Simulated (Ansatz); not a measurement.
Job for Ansatz (a program for electronic structure): R-CCSD(T)/aug-cc-pVDZ on H2 (SMILES [H][H]).

Ansatz 0.2 input:
```yaml
crystal:
  periodic: [false, false, false]
  atoms:
    - {symbol: H, position_ang: [0.02112484, -0.16024289, 2.47263890]}
    - {symbol: H, position_ang: [0.02149330, -0.20912287, 3.21902416]}
basis:
  gaussian:
    orbitals: aug-cc-pVDZ
magnetization: {spin_polarized: false}
correlation: {method: ccsd_t, electrons: outside_noble_gas}
scf: {lower_state_search: off}
```

Output:

```
WARN ansatz: RAYON_NUM_THREADS=1 ignored (pool sized by the plan → 1); use --threads N
Functional definition: HF
these checks for a lower state are left out or cut short: stability, starts, cluster_reference, orbital_swaps, neighbouring_geometries, increment
integrals: 0.00 GiB planned
166 factors; integrals over basis functions are off by at most 9.8e-4 eV
mean field: 0.03 GiB planned
mean field evaluation 1: about -30.6240 eV, gradient 3.8e0 eV
mean field evaluation 2: about -30.6230 eV, gradient 3.7e0 eV
mean field evaluation 4: about -30.7169 eV, gradient 5.7e-2 eV
mean field evaluation 8: about -30.7169 eV, gradient 3.8e-6 eV
mean field -30.71691801 eV, -1.1288259161 hartree, gradient 3.8e-6 eV, S^2 0.000000; 0 other end points of the search recorded, 0 dependent functions left out
reference -30.71691801 eV, -1.1288259161 hartree; 1, 1 occupied and 17, 17 virtual orbitals, 166 factors
second order -0.74443029 eV of doubles, -0.00000000 eV of singles
coupled cluster: 0.04 GiB planned
cycle   1  -0.91022423 eV  change   -1.7e-1 eV  update   2.7e-2
cycle   2  -0.97709923 eV  change   -6.7e-2 eV  update   9.1e-3
cycle   3  -0.97821327 eV  change   -1.1e-3 eV  update   1.3e-3
cycle   4  -0.97827092 eV  change   -5.8e-5 eV  update   1.6e-4
cycle   5  -0.97823722 eV  change    3.4e-5 eV  update   2.1e-5
cycle   6  -0.97823666 eV  change    5.6e-7 eV  update   5.0e-6
cycle   7  -0.97823872 eV  change   -2.1e-6 eV  update   8.0e-7
perturbative correction -0.00000000 eV, -0.0000000000 hartree
Total energy: -31.69515673 eV, -1.1647755260 hartree
Checks for a lower state left out: stability, starts, cluster_reference, orbital_swaps, neighbouring_geometries, increment
```

The calculation finished and met its thresholds.

Cost: very roughly 0.17 core-seconds.
